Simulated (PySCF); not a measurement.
FH₃S₃Zr, SMILES [F][Zr]([SH])([SH])[SH], multiplicity 1. Atoms are numbered in the order given.

```xyz
8

Zr     0.0000     0.0000    -0.2678
F      0.0000     0.0000    -2.1742
S      1.6587    -1.5372     0.6495
H      2.5625    -1.1750    -0.2992
S      0.5019     2.2051     0.6495
H     -0.2636     2.8067    -0.2992
S     -2.1606    -0.6679     0.6495
H     -2.2989    -1.6317    -0.2992
```
Charge 0, spin multiplicity 1.

Geometry: B3LYP-D3(BJ)/def2-SVP. The spin state was assumed, not searched. The structure was generated by enumeration; whether it is a known compound was not checked. The def2 effective core potentials stand for the cores of Zr; spin–orbit coupling is left out. The values are those of a single conformer.

Method: B3LYP-D3(BJ)/def2-SVP (PySCF 2.14.0).

Frequencies are harmonic and unscaled.

Modes within 1.5 cm⁻¹ of each other (mostly degenerate sets) share a row, with their intensities summed.

```
mode   ν (cm⁻¹)  IR (km/mol)  Raman (Å⁴/amu)  depolarisation  moving atoms (share of kinetic energy)
-----  --------  -----------  --------------  --------------  --------------------------------------
1–2          77          4.1            11.3            0.75                          S 78 %, H 11 %
3            93          1.8             0.9            0.69                         S 63 %, Zr 28 %
4–5         128          5.1             2.5            0.75          F 60 %, S 22 %, Zr 11 %, H 8 %
6–7         185         35.8             4.1            0.75                          H 83 %, S 11 %
8           253         27.9             1.3            0.22                                  H 95 %
9           345          5.7            31.1            0.05                  S 71 %, H 19 %, Zr 8 %
10–11       385        130.1            10.3            0.75                 S 53 %, Zr 35 %, H 11 %
12          497          5.7             5.6            0.66                          H 78 %, S 17 %
13–14       500         64.4            24.4            0.75                          H 84 %, S 14 %
15          683        102.7             3.1            0.04                         F 78 %, Zr 20 %
16–18      2629          3.7           478.2            0.74                                  H 97 %
```
